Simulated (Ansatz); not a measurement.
# A relaxation, step by step

CH8GeS, closed shell, PBE0-D4/def2-TZVP (Ansatz 0.2.0). Settings:

```yaml
hamiltonian: {xc: pbe0, dispersion: d4}
relax: {f_tol: 0.005, max_steps: 200}
```

Start, a step off a saddle point along its unstable mode:

```
atom    x (Å)    y (Å)    z (Å)
 Ge1  -0.4906  -0.2061  -0.0410
  H2   0.1612   1.0334   0.7680
  H3  -0.5941  -0.6651  -1.5461
  H4  -1.9392  -0.0906   0.4934
  C5   0.6943  -1.4258   0.7943
  H6  -0.2792   1.8826  -0.0994
  S7  -0.7692   2.2909  -1.2923
  H8   0.4405  -2.4527   0.5662
  H9   0.6848  -1.2300   1.8651
 H10   1.6996  -1.1938   0.4004
 H11   0.3918   2.0571  -1.9085
```

```
               step  energy less the last (meV)  largest force component (eV/Å)
                  1                      1542.3                           1.451
                  3                       506.9                           0.915
                  5                        87.7                           0.258
                  7                        11.3                           0.108
 9 (rejected trial)                        19.2                           0.217
                 11                         6.4                           0.046
                 13                         4.7                           0.113
                 15                         2.9                           0.133
                 17                         1.6                           0.137
                 19                         0.7                           0.002
21 (rejected trial)                         1.0                           0.185
                 23                         0.2                           0.061
                 25                         0.0                           0.001
                 27                         0.0                           0.006
                 29                         0.0                           0.004
```

Step 3, positions (Å) and forces (eV/Å):

| atom | x | y | z | Fx | Fy | Fz |
| --- | --- | --- | --- | --- | --- | --- |
| Ge1 | -0.512 | -0.308 | 0.076 | 0.277 | 0.195 | -0.032 |
| H2 | 0.189 | 0.971 | 0.669 | -0.166 | -0.248 | -0.332 |
| H3 | -0.510 | -0.505 | -1.464 | 0.101 | 0.263 | 0.299 |
| H4 | -1.964 | -0.206 | 0.544 | -0.100 | -0.231 | 0.137 |
| C5 | 0.716 | -1.571 | 0.861 | -0.070 | -0.112 | 0.064 |
| H6 | -0.395 | 2.166 | -0.247 | -0.431 | 0.566 | -0.579 |
| S7 | -0.800 | 2.628 | -1.474 | 0.915 | -0.155 | 0.086 |
| H8 | 0.497 | -2.609 | 0.634 | 0.064 | -0.193 | 0.139 |
| H9 | 0.733 | -1.370 | 1.930 | 0.094 | -0.290 | 0.130 |
| H10 | 1.685 | -1.288 | 0.441 | 0.016 | -0.175 | 0.057 |
| H11 | 0.362 | 2.091 | -1.970 | -0.699 | 0.379 | 0.030 |

Step 7, positions (Å) and forces (eV/Å):

| atom | x | y | z | Fx | Fy | Fz |
| --- | --- | --- | --- | --- | --- | --- |
| Ge1 | -0.341 | -0.404 | 0.208 | -0.108 | 0.052 | 0.033 |
| H2 | 0.205 | 0.967 | 0.651 | 0.003 | 0.015 | -0.008 |
| H3 | -0.304 | -0.476 | -1.326 | 0.013 | 0.009 | -0.040 |
| H4 | -1.806 | -0.512 | 0.674 | 0.058 | 0.002 | -0.018 |
| C5 | 0.748 | -1.814 | 0.991 | 0.059 | -0.099 | 0.016 |
| H6 | -0.609 | 2.867 | -0.538 | -0.017 | 0.022 | -0.067 |
| S7 | -0.901 | 3.182 | -1.812 | 0.064 | -0.040 | 0.033 |
| H8 | 0.371 | -2.795 | 0.699 | 0.015 | 0.023 | 0.008 |
| H9 | 0.729 | -1.743 | 2.079 | 0.011 | -0.008 | -0.003 |
| H10 | 1.782 | -1.722 | 0.652 | -0.038 | -0.011 | 0.023 |
| H11 | 0.126 | 2.450 | -2.277 | -0.060 | 0.034 | 0.022 |

Step 23, positions (Å) and forces (eV/Å):

```tsv
atom	x	y	z	Fx	Fy	Fz
Ge1	-0.102	-0.313	0.174	0.001	-0.007	0.003
H2	0.519	0.968	0.763	-0.002	-0.001	-0.001
H3	0.188	-0.335	-1.339	-0.001	0.001	0.003
H4	-1.623	-0.269	0.387	0.005	0.001	0.000
C5	0.674	-1.888	1.031	0.002	0.003	-0.002
H6	-0.435	3.145	-0.618	-0.040	0.000	-0.045
S7	-1.263	3.053	-1.672	0.061	-0.017	0.036
H8	0.238	-2.797	0.615	0.003	0.003	0.001
H9	0.480	-1.869	2.104	0.000	0.000	-0.004
H10	1.753	-1.914	0.871	-0.009	0.000	0.001
H11	-0.430	2.220	-2.316	-0.021	0.018	0.009
```

Last step (29):

Ge1  (-0.100, -0.316, 0.180)
H2  (0.516, 0.963, 0.779)
H3  (0.199, -0.331, -1.331)
H4  (-1.622, -0.276, 0.385)
C5  (0.674, -1.894, 1.034)
H6  (-0.400, 3.170, -0.648)
S7  (-1.281, 3.040, -1.651)
H8  (0.245, -2.802, 0.609)
H9  (0.471, -1.882, 2.105)
H10  (1.754, -1.915, 0.883)
H11  (-0.454, 2.244, -2.344)
(Å)

Hardware: 4 CPU threads of an Arm Neoverse V2, shared host. Wall time about 50 s.
